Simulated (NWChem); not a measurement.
System: GeH₃O₃Cl; SMILES [OH][Ge]([OH])([OH])[Cl]

NWChem printed, in part:

```
             Northwest Computational Chemistry Package (NWChem) 7.3.0
             --------------------------------------------------------

 C3  symmetry detected

                             Geometry "geometry" -> ""
                             -------------------------

 Output coordinates in angstroms (scale by  1.889725989 to convert to a.u.)

  No.       Tag          Charge          X              Y              Z
 ---- ---------------- ---------- -------------- -------------- --------------
    1 O                    8.0000     0.08266224    -1.61728210     0.84949465
    2 Ge                  32.0000     0.00000000     0.00000000     0.25884044
    3 O                    8.0000    -1.44193850     0.73705345     0.84949465
    4 O                    8.0000     1.35927626     0.88022865     0.84949465
    5 Cl                  17.0000     0.00000000     0.00000000    -1.84034048
    6 H                    1.0000     0.94912119    -2.01999862     0.87167418
    7 H                    1.0000    -2.22393071     0.18803625     0.87167418
    8 H                    1.0000     1.27480952     1.83196237     0.87167418

 Effective nuclear repulsion energy (a.u.)     529.0432902975

      Symmetry information
      --------------------

 Group name             C3
 Group number              5
 Group order               3
 No. of unique centers     4

                                Z-matrix (autoz)
                                --------

 Units are Angstrom for bonds and degrees for angles

[...]

      ----------------------
      Optimization converged
      ----------------------

  Step       Energy      Delta E   Gmax     Grms     Xrms     Xmax
  ---- ---------------- -------- -------- -------- -------- --------
@   12   -2763.48502766 -4.8D-07  0.00005  0.00001  0.00048  0.00097
                                     ok       ok       ok       ok

                                Z-matrix (autoz)
                                --------

 Units are Angstrom for bonds and degrees for angles

[...]

 Rotational Constants
 --------------------
 A=   0.113215 cm-1  (  0.162887 K)
 B=   0.068837 cm-1  (  0.099039 K)
 C=   0.068837 cm-1  (  0.099039 K)

 Temperature                      =   298.15K
 frequency scaling parameter      =   1.0000

 Zero-Point correction to Energy  =   25.610 kcal/mol  (  0.040813 au)
 Thermal correction to Energy     =   30.842 kcal/mol  (  0.049150 au)
 Thermal correction to Enthalpy   =   31.434 kcal/mol  (  0.050094 au)

 Total Entropy                    =   88.636 cal/mol-K
   - Translational                =   41.099 cal/mol-K (mol. weight = 159.8990)
   - Rotational                   =   25.305 cal/mol-K (symmetry #  =        3)
   - Vibrational                  =   22.232 cal/mol-K

 Cv (constant volume heat capacity) =   26.036 cal/mol-K
   - Translational                  =    2.979 cal/mol-K
   - Rotational                     =    2.979 cal/mol-K
   - Vibrational                    =   20.077 cal/mol-K

[normal modes left out]

 ----------------------------------------------------------------------------
 Normal Eigenvalue ||           Projected Infra Red Intensities
  Mode   [cm**-1]  || [atomic units] [(debye/angs)**2] [(KM/mol)] [arbitrary]
 ------ ---------- || -------------- ----------------- ---------- -----------
    1        0.000 ||    0.000143           0.003         0.140       0.028
    2        0.000 ||    0.000001           0.000         0.001       0.000
    3        0.000 ||    0.000103           0.002         0.100       0.020
    4        0.000 ||    0.000102           0.002         0.100       0.020
    5        0.000 ||    0.000048           0.001         0.047       0.010
    6        0.000 ||    0.000009           0.000         0.009       0.002
    7       65.189 ||    0.043653           1.007        42.555       8.570
    8       65.371 ||    0.043660           1.007        42.562       8.571
    9      204.590 ||    0.038886           0.897        37.908       7.634
   10      204.608 ||    0.038899           0.897        37.921       7.637
   11      215.792 ||    0.061813           1.426        60.258      12.135
   12      240.276 ||    0.008935           0.206         8.710       1.754
   13      240.284 ||    0.008917           0.206         8.693       1.751
   14      262.506 ||    0.124483           2.872       121.352      24.439
   15      404.546 ||    0.078703           1.816        76.724      15.451
   16      679.484 ||    0.046527           1.073        45.357       9.134
   17      729.032 ||    0.115238           2.659       112.340      22.624
   18      729.037 ||    0.115245           2.659       112.346      22.625
   19      899.384 ||    0.079322           1.830        77.327      15.572
   20      906.791 ||    0.094724           2.185        92.341      18.596
   21      906.797 ||    0.094716           2.185        92.333      18.595
   22     3722.702 ||    0.113563           2.620       110.707      22.295
   23     3722.704 ||    0.113564           2.620       110.708      22.295
   24     3724.148 ||    0.001237           0.029         1.206       0.243
 ----------------------------------------------------------------------------
```

Level: PBE-D3(BJ)/def2-SVP. 

**Question.** Reconstruct the input file.

**Answer.** This is not unique; one that fits is the input that was run:
```
start job
memory heap 200 mb stack 900 mb global 1100 mb
geometry units angstroms
  O     -0.508296    -1.463298    -0.988547
  Ge     0.198159    -0.172675    -0.090263
  O      1.062018    -0.831496     1.248023
  O      1.303401     0.674768    -1.105741
  Cl    -1.298513     1.131731     0.591689
  H     -0.730562    -1.277954    -1.899409
  H      0.654294    -1.569584     1.697924
  H      1.980815     1.186144    -0.666391
end
basis spherical
  * library def2-svp
end
dft
  xc xpbe96 cpbe96
  disp vdw 4
  iterations 150
end
driver
  maxiter 120
end
task dft optimize
task dft freq
```
